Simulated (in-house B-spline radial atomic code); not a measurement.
Values are calculated unless marked as measured or tabulated.
**S VII (S6+) at several levels of theory**

Ground configuration [He] 2s2 2p6. All numbers come from an all-electron radial atomic-structure program (B-spline basis), all electrons, at the radial basis limit. Mean-field, RPA, GW and linear-response runs are scalar-relativistic (one-electron X2C), no spin-orbit coupling, without Breit or QED terms, open shells spin-polarised at highest spin; the many-body runs on Dirac-Hartree-Fock orbitals are four-component, and their energies hold both.

**Ionisation energy.** The reference is 280.954 ± 0.007 eV (NIST, measured). It runs between the lowest fine-structure levels, while the runs without spin-orbit coupling give shell averages, so part of their difference is this splitting, and a close match can be a cancellation.

| method | value (eV) | minus reference (eV) |
| --- | --- | --- |
| minus the highest LDA VWN5 level | 258.03 | -22.93 |
| minus the highest PBE level | 258.10 | -22.85 |
| G0W0 on PBE | 281.09 | +0.14 |
| minus the highest r2SCAN level | 260.61 | -20.34 |
| minus the highest PBE0 level | 264.68 | -16.28 |
| G0W0 on PBE0 | 281.25 | +0.30 |
| minus the highest B3LYP (VWN-RPA) level | 263.62 | -17.34 |
| minus the highest CAM-B3LYP level | 265.56 | -15.40 |
| minus the highest LC-wPBE level | 264.09 | -16.86 |
| minus the highest Hartree-Fock level | 282.95 | +1.99 |
| G0W0 on Hartree-Fock | 281.61 | +0.66 |
| Dirac-Fock + self-energy with TDHF screening (2p3/2) | 280.95 | 0.00 |

Problem. Which methods come closest, and which lies farthest off?

Solution. Closest: Dirac-Fock + self-energy with TDHF screening (2p3/2) (0.00 eV) and G0W0 on PBE (+0.14 eV). Farthest: minus the highest LDA VWN5 level (-22.93 eV). The TDHF-screened form was chosen among four for its agreement on 13 closed-shell atoms.

**Static dipole polarisability and C6** of two like species, by linear response (no reference value is at hand):

```json
{"method": "LDA VWN5", "α (bohr³)": "0.07494", "C6 (hartree·bohr⁶)": "0.03818"}
{"method": "PBE", "α (bohr³)": "0.07476", "C6 (hartree·bohr⁶)": "0.03803"}
{"method": "PBE0", "α (bohr³)": "0.07398", "C6 (hartree·bohr⁶)": "0.03753"}
{"method": "B3LYP (VWN-RPA)", "α (bohr³)": "0.07418", "C6 (hartree·bohr⁶)": "0.03763"}
{"method": "CAM-B3LYP", "α (bohr³)": "0.07423", "C6 (hartree·bohr⁶)": "0.03766"}
{"method": "LC-wPBE", "α (bohr³)": "0.07484", "C6 (hartree·bohr⁶)": "0.03808"}
{"method": "TDHF", "α (bohr³)": "0.07206", "C6 (hartree·bohr⁶)": "0.03628"}
{"method": "relativistic RPA (four-component TDHF)", "α (bohr³)": "0.07205", "C6 (hartree·bohr⁶)": "0.03627"}
```

Problem. What mean excitation energy do α and C6 imply in London's formula C6 = (3/4) α² ω?

Solution. LDA VWN5: ω = 9.065 hartree; relativistic RPA (four-component TDHF): ω = 9.316 hartree. A method that puts the excitations lower gives a larger α and a smaller ω.

Run times on one thread of shared hosts: mean field, RPA, SOSEX and G0W0 on PBE, 0.8 s (Arm Neoverse V2); TDDFT with PBE, 0.4 s (Arm Neoverse N1); removal energies by the self-energy, 4 s (Arm Neoverse V1).
